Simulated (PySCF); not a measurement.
C₅H₉ClFSi (doublet state).
Cartesian coordinates in Å at the GFN2-xTB level; atoms count from 1:
```
atom  x, y, z in Å
C1    -1.5512   -0.9590    1.0889
C2    -0.4098   -0.5811    0.1851
C3     0.8237   -0.9297    0.3955
Si4    2.6324   -0.9717    0.1800
Cl5    3.2960    0.9609    0.1036
C6    -0.7998    0.3035   -0.9955
C7    -0.6700    1.7785   -0.6293
F8    -1.6279    2.1370    0.2890
H9    -2.0557   -0.0558    1.4276
H10   -2.2706   -1.5664    0.5409
H11   -1.1955   -1.5186    1.9492
H12    3.2866   -1.5843    1.3352
H13    3.0271   -1.6130   -1.0735
H14   -1.8308    0.0937   -1.2852
H15   -0.1365    0.1099   -1.8381
H16    0.3033    1.9923   -0.1775
H17   -0.8283    2.4159   -1.5057
```

The hyperfine couplings belong to this conformer and change with its torsions.

As a line formula: `C/C(=[C]/[SiH2]Cl)CCF` [radical].

Computed with UKS B3LYP, pcH-1 on C Cl F H Si, non-relativistic, mean-field spin-orbit, GIAO (PySCF). One conformer (not necessarily the lowest) at the GFN2-xTB geometry, without solvent, vibrations or thermal averaging. The geometry wasn't refined by DFT: couplings that depend on bond lengths, twists or pyramidal angles can differ widely from those at the functional's own minimum. No stability test was run, so a lower SCF solution isn't excluded.

Principal values of hyperfine tensors in MHz (contact, dipolar and spin–orbit terms together), for some of the nuclei:

```
atom  isotope      A1      A2      A3
  C3      13C   44.75   61.53  261.31
  C6      13C   67.16   67.79   88.76
  C1      13C   62.09   62.94   79.68
 H12       1H   37.95   39.88   47.70
  C2      13C  -56.36  -36.53  -29.08
 H14       1H    6.68    9.36   15.87
 Cl5     35Cl    4.36    4.93   18.52
  C7      13C   -7.75   -7.55   -6.66
```

(1) Split each tensor into its isotropic and traceless parts, and turn a_iso into mT with g = 2.0019.

(2) What spin density at the nucleus of C6 lies behind its contact coupling (g_N = 1.40482)?

(3) H13 (1H, g_N = 5.58569) isn't in the table. Its spin density at the nucleus is 0.008392 bohr⁻³. What is its contact coupling?

(4) Which nucleus of the table has the largest anisotropic coupling, and what is its form?

(5) What first-order splitting does C1 cause when the field lies along A1, A2 or A3 of its tensor (g taken as isotropic, no quadrupole term)?

## Answers

(1) a_iso = (A1 + A2 + A3)/3, Ti = Ai − a_iso; 1 mT corresponds to 28.019 MHz. The tensors hold a spin–orbit part: the run splits a_iso into a_FC + a_SO, and T includes its anisotropic share.

```json
{"atom": "C3", "a_iso (MHz)": "122.53", "a_FC": "122.67", "a_SO": "-0.14", "a_iso (mT)": "4.373", "T1": "-77.78", "T2": "-61.00", "T3": "138.78"}
{"atom": "C6", "a_iso (MHz)": "74.57", "a_FC": "74.59", "a_SO": "-0.01", "a_iso (mT)": "2.661", "T1": "-7.41", "T2": "-6.78", "T3": "14.19"}
{"atom": "C1", "a_iso (MHz)": "68.23", "a_FC": "68.24", "a_SO": "-0.01", "a_iso (mT)": "2.435", "T1": "-6.15", "T2": "-5.30", "T3": "11.44"}
{"atom": "H12", "a_iso (MHz)": "41.84", "a_FC": "41.85", "a_SO": "0.00", "a_iso (mT)": "1.493", "T1": "-3.89", "T2": "-1.97", "T3": "5.86"}
{"atom": "C2", "a_iso (MHz)": "-40.66", "a_FC": "-40.66", "a_SO": "0.00", "a_iso (mT)": "-1.451", "T1": "-15.70", "T2": "4.13", "T3": "11.58"}
{"atom": "H14", "a_iso (MHz)": "10.64", "a_FC": "10.64", "a_SO": "0.00", "a_iso (mT)": "0.380", "T1": "-3.96", "T2": "-1.28", "T3": "5.23"}
{"atom": "Cl5", "a_iso (MHz)": "9.27", "a_FC": "9.19", "a_SO": "0.08", "a_iso (mT)": "0.331", "T1": "-4.91", "T2": "-4.34", "T3": "9.25"}
{"atom": "C7", "a_iso (MHz)": "-7.32", "a_FC": "-7.32", "a_SO": "0.00", "a_iso (mT)": "-0.261", "T1": "-0.43", "T2": "-0.23", "T3": "0.66"}
```

(2) a_FC = (2μ0/3) gₑ μB g_N μN ρ(0)/(2S·h) = 800.24 MHz × g_N × ρ(0)/(2S), with ρ in bohr⁻³. With a_FC = 74.59 MHz and 2S = 1, ρ(0) = 0.06635 bohr⁻³.

(3) By the same relation, a_FC = 37.5 MHz. Its full tensor has the principal values 34.41, 34.69, 43.42 MHz.

(4) C3: -77.8, -61.0, 138.8 MHz (the dipolar term alone has -77.7, -61.0, 138.7), rhombic: the two smaller values differ by 12 % of the largest.

(5) 2 lines (I = 1/2), spaced by |A_i|/(g × 13.996): 2.22, 2.25, 2.84 mT along the axes of A1, A2 and A3.
